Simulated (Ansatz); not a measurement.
Calculated with Ansatz (gas phase, PBE0-D4/def2-TZVP geometries, no zero-point term in ΔE). CBS: MP2 limit from def2 TZ/QZ plus the TZ coupled-cluster correction, frozen cores. DFT in def2-TZVPP. B3LYP here is the variant with VWN-RPA as its local correlation; programs differ in this. One conformer a species, not always the lowest.

`FC(F)(Cl)C(F)(F)Cl` + `FC(Cl)Cl` → `FC(F)(Cl)C(F)(Cl)Cl` + `FC(F)Cl`  (formal exchange of groups at a C–C bond)

Is it downhill or uphill in electronic energy at CCSD(T)/CBS, and by how much? (An estimate is asked.)

The calculation gave: Nearly level: ΔE = +0.6 kJ/mol.

What do these levels give: LDA (SPW92), BLYP-D4, B3LYP-D4, r2SCANh, HF/def2-QZVPP, MP2/CBS(def2)? (Estimate.)

Computed: LDA (SPW92) 1.6, BLYP-D4 1.5, B3LYP-D4 2.4, r2SCANh 4.2, HF/def2-QZVPP 9.5, MP2/CBS(def2) -3.0 kJ/mol.

What do rigid-rotor, harmonic-oscillator terms from PBE0-D4/def2-TZVP frequencies (298.15 K, 1 bar) make of the CCSD(T)/CBS value? (An estimate is asked.)

Computed: ΔZPE = -0.1 kJ/mol, ΔH = +0.7 kJ/mol, ΔS = 3 J/(mol·K), ΔG = -0.3 kJ/mol.

Largest T1 diagnostic among the species: 0.012.

Leaving LDA and LC-ωPBE aside and taking each functional with its dispersion term where it has one, the values, not all of them listed here, spread over 2.7 kJ/mol, from revPBE-D4 to r2SCAN0-D4. The D4 term adds −4.1 kJ/mol with B3LYP and −2.2 kJ/mol with PBE0; it sums over pairs of atoms, weighted by their polarisabilities, and B3LYP, whose exchange is more repulsive, gets the larger term.
